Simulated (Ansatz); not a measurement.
Reaction (ligand exchange at the Si–O bond): `CO[SiH2]N` + `N[SiH](O)F` → `N[SiH2]O[SiH](N)F` + CH₃OH

Calculated with Ansatz (gas phase, PBE0-D4/def2-TZVP geometries, no zero-point term in ΔE). CCSD(T)/CBS is the MP2 limit (def2-TZVPP, def2-QZVPP) plus CCSD(T) − MP2 in def2-TZVPP, frozen cores. This one scheme is used for every species. Functionals use def2-TZVPP. Each species was taken in one conformer, which may not be the lowest.

`CO[SiH2]N`:

Z-matrix (Å, degrees):
```
C
O 1 1.406
H 1 1.096 2 111.5
H 1 1.097 2 111.6 3 121.4
H 1 1.092 2 108.5 3 -119.3
Si 2 1.645 1 122.7 3 -65.4
N 6 1.706 2 116.5 1 62.3
H 6 1.489 2 109.1 1 -56.3
H 6 1.479 2 103.1 1 -177.3
H 7 1.005 6 122.3 2 -93.4
H 7 1.006 6 123.2 2 68.6
```

`N[SiH](O)F`:

Cartesian coordinates in Å:
```
N 0.552 0.896 0.548
Si -0.195 -0.188 -0.527
O -0.373 -1.652 0.164
F -1.593 0.499 -0.873
H 0.386 1.886 0.473
H 1.448 0.696 0.960
H 0.475 -0.465 -1.810
H -0.701 -1.671 1.065
```

`N[SiH2]O[SiH](N)F`:

Z-matrix (Å, degrees):
```
Si
O 1 1.636
N 1 1.718 2 112.0
H 1 1.482 2 105.9 3 121.3
H 1 1.483 2 109.1 3 -118.1
Si 2 1.622 1 142.5 3 21.5
H 3 1.007 1 121.2 2 92.5
H 3 1.007 1 119.7 2 -120.8
N 6 1.693 2 108.5 1 6.4
F 6 1.599 2 106.7 1 -116.3
H 6 1.474 2 111.6 1 129.7
H 9 1.009 6 118.5 2 -30.6
H 9 1.006 6 122.7 2 177.9
```

CH₃OH:

```xyz
6

C    -0.332    0.035    0.124
O     1.065    0.218    0.087
H    -0.702    0.572    0.998
H    -0.613   -1.020    0.229
H    -0.831    0.444   -0.763
H     1.413   -0.249   -0.675
```

| species | PBE0 energy (Eh) |
| --- | --- |
| `CO[SiH2]N` | -461.61114 |
| `N[SiH](O)F` | -521.63001 |
| `N[SiH2]O[SiH](N)F` | -867.60660 |
| CH₃OH | -115.63988 |

Problem. Work out ΔE.

Solution. ΔE = (-867.60660) + (-115.63988) − (-461.61114) − (-521.63001) = -0.00533 Eh = -3.3 kcal/mol. CCSD(T)/CBS gives -4.2 kcal/mol.

Largest T1 diagnostic among the species: 0.011.

The D4 term adds −1.4 kcal/mol with B3LYP and −0.8 kcal/mol with PBE0; it sums over pairs of atoms, weighted by their polarisabilities, and B3LYP, whose exchange is more repulsive, gets the larger term. From PBE to PBE0 (25 % exact exchange), in def2-TZVPP and without D4, ΔE moves by −0.7 kcal/mol.

B3LYP here is the variant with VWN-RPA as its local correlation; programs differ in this.
